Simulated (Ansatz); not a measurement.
Compare A (`FB1CN1`) with its isomer B (`FC1BN1`).

Gas-phase electronic energies from Ansatz, PBE0-D4/def2-TZVP geometries. CBS: MP2 limit from def2 TZ/QZ plus the TZ coupled-cluster correction, frozen cores. DFT in def2-TZVPP. B3LYP here is the variant with VWN-RPA as its local correlation; programs differ in this.

A:

Z-matrix (Å, degrees):
```
C
B 1 1.541
N 1 1.497 2 52.5
H 1 1.090 2 122.0 3 -99.9
H 1 1.090 2 122.0 3 99.9
F 2 1.314 1 153.5 3 180.0
H 3 1.002 1 133.3 2 -179.8
```

B:

Z-matrix (Å, degrees):
```
C
B 1 1.547
N 1 1.420 2 54.1
F 1 1.383 2 120.0 3 100.9
H 1 1.087 2 128.9 3 -100.7
H 2 1.181 1 157.1 3 -176.7
H 3 1.006 1 135.8 2 178.6
```

Question: Which isomer does CCSD(T)/CBS put lower? Give the gap. (Estimate.)

Answer: The calculation gave: A, by 38.8 kcal/mol.

Question: Give E(B) − E(A) in kcal/mol with CCSD(T)/def2-TZVPP, B3LYP-D4, CCSD(T)/def2-SVP, MP2/def2-TZVPP, B3LYP, PBE-D4, CCSD/def2-TZVPP. (An estimate is asked.)

Answer: Ansatz gave: CCSD(T)/def2-TZVPP 38.9, B3LYP-D4 37.9, CCSD(T)/def2-SVP 39.3, MP2/def2-TZVPP 40.3, B3LYP 37.9, PBE-D4 36.3, CCSD/def2-TZVPP 39.3. None reverses the order clearly.

Question: Does the order hold for the free energy at 298.15 K (harmonic terms from PBE0-D4)? (Estimate.)

Answer: The calculation gave: Yes: G(B) − G(A) = +38.5 kcal/mol.

Largest T1 diagnostic: 0.014.

From PBE to PBE0 (25 % exact exchange), in def2-TZVPP and without D4, E(B) − E(A) moves by +1.2 kcal/mol. Leaving LDA and LC-ωPBE aside and taking each functional with its dispersion term where it has one, the values, not all of them listed here, spread over 3.3 kcal/mol, from revPBE-D4 to B97M-V.
